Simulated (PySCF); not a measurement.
SMILES S=C=[SH+] (charge +1) (B3LYP/def2-SVP optimised geometry):

```
4

S      1.693     0.525     0.000
C      0.180     0.525     0.000
S     -1.462     0.675     0.000
H     -1.693    -0.675     0.000
```

Computed with B3LYP/def2-TZVP in PySCF.

### Question
What are the frontier orbital energies?

### Answer
HOMO-2 -17.14 eV, HOMO-1 -15.87 eV, HOMO -14.20 eV, LUMO -9.53 eV, LUMO+1 -8.67 eV.

On the same geometry PBE/def2-TZVP in PySCF gives HOMO-2 -16.03 eV, HOMO-1 -14.95 eV, HOMO -13.36 eV, LUMO -10.23 eV, LUMO+1 -9.32 eV.

Meta-Löwdin charges at B3LYP/def2-TZVP: S1 0.56, C2 -0.13, S3 0.39, H4 0.18.
